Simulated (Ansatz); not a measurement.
Isolated molecules relaxed with PBE0-D4/def2-TZVP in Ansatz; ΔE leaves out vibrations. CCSD(T)/CBS adds triple-zeta CCSD(T) − MP2 to the extrapolated MP2 energy (def2 sets, frozen cores). This one scheme is used for every species. DFT in def2-TZVPP. B3LYP here is the variant with VWN-RPA as its local correlation; programs differ in this. For Br outer-core shells are correlated without core-valence functions, which leaves a few kJ/mol of doubt a bond. Scalar relativity is left out up to krypton. One conformer a species, not always the lowest.

Reaction (ligand exchange at the Si–O bond): `O[Si](F)(Br)Br` + H–F → `F[Si](F)(Br)Br` + H₂O

`O[Si](F)(Br)Br`:

Z-matrix (Å, degrees):
```
Si
F 1 1.580
Br 1 2.195 2 106.6
O 1 1.614 2 111.0 3 121.4
Br 1 2.178 2 108.1 3 -120.6
H 4 0.960 1 118.5 2 -80.6
```

H–F:

```xyz
2

F    -0.062   -0.248    0.382
H     0.062    0.248   -0.382
```

`F[Si](F)(Br)Br`:

```xyz
5

F    -0.872   -0.456   -1.313
Si   -0.075    0.057   -0.057
F    -0.551    1.528    0.233
Br    2.049    0.070   -0.515
Br   -0.551   -1.199    1.652
```

H₂O:

```xyz
3

O     0.272    0.069   -0.269
H     0.311    0.278    0.666
H    -0.583   -0.347   -0.397
```

Task: Is it downhill or uphill in electronic energy at CCSD(T)/CBS, and by how much? (Estimate.)

Result: The calculation gave: Downhill: ΔE = -7.7 kcal/mol.

Task: What do these levels give: revPBE-D4, PBE0-D4, ωB97M-V, B3LYP, MP2/def2-TZVPP, CCSD/CBS(def2)? (Estimate.)

Result: Computed: revPBE-D4 -7.0, PBE0-D4 -7.1, ωB97M-V -7.8, B3LYP -8.7, MP2/def2-TZVPP -7.0, CCSD/CBS(def2) -7.9 kcal/mol.

Largest T1 diagnostic among the species: 0.009.

Leaving LDA and LC-ωPBE aside and taking each functional with its dispersion term where it has one, the values, not all of them listed here, spread over 1.9 kcal/mol, from B97M-V to revPBE-D4. LDA lies +1.3 kcal/mol from PBE without D4. The D4 term adds +0.9 kcal/mol with B3LYP and +0.5 kcal/mol with PBE0; it sums over pairs of atoms, weighted by their polarisabilities, and B3LYP, whose exchange is more repulsive, gets the larger term.
